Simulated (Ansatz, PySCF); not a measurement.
Gas-phase reaction in SMILES: C=C([CH2-])C → [CH-]=C(C)C
Structures are relaxed separately at B3LYP-D3(BJ)/def2-TZVP in Ansatz (a quantum-chemistry and plane-wave program), one conformer each, not searched for the lowest.

Quantity: isomerisation energy (enthalpy at 298 K, with B3LYP-D3(BJ) rigid-rotor harmonic-oscillator terms from PySCF), in eV. Valence correlation only, unless marked. No spin-orbit coupling. Non-relativistic. Anions need diffuse functions: aug- sets have them; def2-D sets add few; the other sets have none. 

```tsv
level	program	isomerisation energy (eV)
HF/STO-3G	Ansatz	0.31
HF/6-31G*	Ansatz	0.52
HF/cc-pVTZ	Ansatz	0.62
RI-HF/aug-cc-pVTZ	Ansatz	0.70
B97M-V/def2-TZVPD	Ansatz	0.74
PBE0/STO-3G	Ansatz	0.97
BHLYP-D4/def2-TZVPD	Ansatz + dftd4	0.79
TPSSh/def2-TZVPD	PySCF	0.77
r2SCAN0-D4/def2-TZVPD	Ansatz + dftd4	0.83
CAM-B3LYP-D3(BJ)/def2-TZVPD	Ansatz + dftd3	0.79
CAM-B3LYP-D4/def2-TZVPD	Ansatz + dftd4	0.79
wB97X-V/def2-TZVPD	Ansatz	0.71
RPA@PBE/cc-pVTZ	Ansatz	0.64
MP2/cc-pVDZ	Ansatz	0.65
RI-MP2/aug-cc-pVTZ	Ansatz	0.82
RI-MP2/cc-pVQZ	Ansatz	0.77
SCS-MP2/6-31G*	Ansatz	0.58
CCSD/STO-3G	Ansatz	0.38
CCSD/6-31G	Ansatz	0.63
CCSD/6-31G*	Ansatz	0.52
```
